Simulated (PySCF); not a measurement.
Compound: Al(PH3)F3.
SMILES: `[F][Al]([F])([F])<-[PH3]`

The closed-shell ground state was solved at several levels (PySCF, density fitting, gas phase, non-relativistic). Isolated species at its PBE0-D3(BJ)/def2-SVP geometry, gas phase.

```
                         level  basis functions  HOMO (eV)  LUMO (eV)  gap (eV)  dipole (D)
               B3LYP/def2-SVPD              141      -9.74      -0.92      8.82        5.75
 PBE/pcSseg-1 (pcSseg-2 on Al)              133      -8.28      -1.50      6.78        5.67
PBE0/pcSseg-1 (pcSseg-2 on Al)              133      -9.86      -0.61      9.25        5.84
```

Problem. Estimate the row for B3LYP/pcSseg-1 (pcSseg-2 on Al), a basis of 133 functions; the other rows only guide the guess.

Solution. HOMO -9.61 eV, LUMO -0.82 eV, gap 8.79 eV, dipole 5.74 D.

Problem. Over all these levels, which gives the widest orbital gap and which the narrowest?

Solution. PBE0/pcSseg-1 (pcSseg-2 on Al) (global hybrid, 25 % exact exchange) has the widest, 9.25 eV, and PBE/pcSseg-1 (pcSseg-2 on Al) (GGA) the narrowest, 6.78 eV. The two share the basis. From the narrowest to the widest the HOMO moves by -1.58 eV and the LUMO by +0.89 eV.

Problem. In the pcSseg-1 (pcSseg-2 on Al) basis, how does the gap go with the fixed share of exact exchange?

Solution. PBE (0 %) 6.78 eV; B3LYP (20 %) 8.79 eV; PBE0 (25 %) 9.25 eV. Each rise in the share widens the gap here.

Problem. How far do the dipole and the HOMO energy spread over the levels?

Solution. The dipole runs from 5.67 to 5.84 D (mean 5.75 D) and the HOMO from -9.86 to -8.28 eV.
